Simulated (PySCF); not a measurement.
C₅H₂FN₂ (charge -1).
Atom-mapped SMILES: `[N:1]#[C:2][c:3]1[cH:4][cH:5][n-:6][c:7]1[F:8]` (hydrogens: H9 on C4; H10 on C5)

The same species was optimised twice, with GFN2-xTB and with PBE0-D3(BJ)/def2-SVP (PySCF), and the same property calculations (PySCF, gas phase) were run on both structures.

```json
{"coordinate": "C2–C3 (Å)", "GFN2-xTB": "1.380", "PBE0-D3(BJ)/def2-SVP": "1.406", "change": "+0.026"}
{"coordinate": "C7–F8 (Å)", "GFN2-xTB": "1.364", "PBE0-D3(BJ)/def2-SVP": "1.344", "change": "-0.020"}
{"coordinate": "C4–C5 (Å)", "GFN2-xTB": "1.371", "PBE0-D3(BJ)/def2-SVP": "1.385", "change": "+0.014"}
{"coordinate": "C3–C4 (Å)", "GFN2-xTB": "1.425", "PBE0-D3(BJ)/def2-SVP": "1.436", "change": "+0.011"}
{"coordinate": "C5–N6 (Å)", "GFN2-xTB": "1.362", "PBE0-D3(BJ)/def2-SVP": "1.373", "change": "+0.011"}
{"coordinate": "N1≡C2 (Å)", "GFN2-xTB": "1.158", "PBE0-D3(BJ)/def2-SVP": "1.168", "change": "+0.010"}
{"coordinate": "C3–C7 (Å)", "GFN2-xTB": "1.403", "PBE0-D3(BJ)/def2-SVP": "1.413", "change": "+0.010"}
{"coordinate": "N6–C7 (Å)", "GFN2-xTB": "1.319", "PBE0-D3(BJ)/def2-SVP": "1.311", "change": "-0.008"}
{"coordinate": "C2–C3–C7 (°)", "GFN2-xTB": "128.8", "PBE0-D3(BJ)/def2-SVP": "127.9", "change": "-0.9"}
{"coordinate": "C3–C7–F8 (°)", "GFN2-xTB": "125.2", "PBE0-D3(BJ)/def2-SVP": "124.4", "change": "-0.8"}
{"coordinate": "C3–C4–C5 (°)", "GFN2-xTB": "105.9", "PBE0-D3(BJ)/def2-SVP": "105.2", "change": "-0.7"}
{"coordinate": "C2–C3–C4 (°)", "GFN2-xTB": "128.1", "PBE0-D3(BJ)/def2-SVP": "128.8", "change": "+0.7"}
{"coordinate": "N6–C7–F8 (°)", "GFN2-xTB": "120.7", "PBE0-D3(BJ)/def2-SVP": "121.2", "change": "+0.5"}
{"coordinate": "N1–C2–C3 (°)", "GFN2-xTB": "179.3", "PBE0-D3(BJ)/def2-SVP": "179.8", "change": "+0.5"}
{"coordinate": "C3–C7–N6 (°)", "GFN2-xTB": "114.1", "PBE0-D3(BJ)/def2-SVP": "114.4", "change": "+0.3"}
{"coordinate": "C4–C3–C7 (°)", "GFN2-xTB": "103.1", "PBE0-D3(BJ)/def2-SVP": "103.3", "change": "+0.2"}
```

Rotational constants: A = 3658, B = 1988, C = 1288 MHz (GFN2-xTB) against A = 3684, B = 1954, C = 1277 MHz (PBE0-D3(BJ)/def2-SVP). Point groups within 0.08 Å: Cs and Cs.

On the GFN2-xTB structure: HOMO (eV) -1.40 [PBE0/pcSseg-1]; LUMO (eV) 4.84 [PBE0/pcSseg-1]; GIAO shielding of N1 (ppm) -25.2 [PBE0/pcSseg-1]; GIAO shielding of C2 (ppm) 59.0 [PBE0/pcSseg-1]; GIAO shielding of C3 (ppm) 120.7 [PBE0/pcSseg-1]; GIAO shielding of C4 (ppm) 77.4 [PBE0/pcSseg-1]; GIAO shielding of C5 (ppm) 66.6 [PBE0/pcSseg-1]; GIAO shielding of N6 (ppm) -6.8 [PBE0/pcSseg-1]; GIAO shielding of C7 (ppm) 16.2 [PBE0/pcSseg-1]; GIAO shielding of F8 (ppm) 302.6 [PBE0/pcSseg-1].

Question: What do these properties become on the PBE0-D3(BJ)/def2-SVP structure?

Answer: 
| property | level | on GFN2-xTB | on PBE0-D3(BJ)/def2-SVP | change |
| --- | --- | --- | --- | --- |
| HOMO (eV) | PBE0/pcSseg-1 | -1.40 | -1.35 | +0.05 |
| LUMO (eV) | PBE0/pcSseg-1 | 4.84 | 4.80 | -0.04 |
| energy, GFN2-xTB geometry as zero (kcal/mol) | PBE0/pcSseg-1 | 0.0 | -0.6 | -0.6 |
| GIAO shielding of N1 (ppm) | PBE0/pcSseg-1 | -25.2 | -31.0 | -5.8 |
| GIAO shielding of C2 (ppm) | PBE0/pcSseg-1 | 59.0 | 56.6 | -2.4 |
| GIAO shielding of C3 (ppm) | PBE0/pcSseg-1 | 120.7 | 117.5 | -3.2 |
| GIAO shielding of C4 (ppm) | PBE0/pcSseg-1 | 77.4 | 74.3 | -3.1 |
| GIAO shielding of C5 (ppm) | PBE0/pcSseg-1 | 66.6 | 64.7 | -1.9 |
| GIAO shielding of N6 (ppm) | PBE0/pcSseg-1 | -6.8 | -4.0 | +2.8 |
| GIAO shielding of C7 (ppm) | PBE0/pcSseg-1 | 16.2 | 17.8 | +1.6 |
| GIAO shielding of F8 (ppm) | PBE0/pcSseg-1 | 302.6 | 305.0 | +2.4 |

The heavy atoms differ by 0.023 Å rms after alignment. Among bonds between heavy atoms C2–C3 changes most (+0.026 Å). Changes are differences of the printed values. Neither structure is proved a minimum here. Geometry: PBE0-D3(BJ)/def2-SVP; no solvent, vibrations or thermal averaging. The geometry's basis has no diffuse functions, a weakness for an anion.
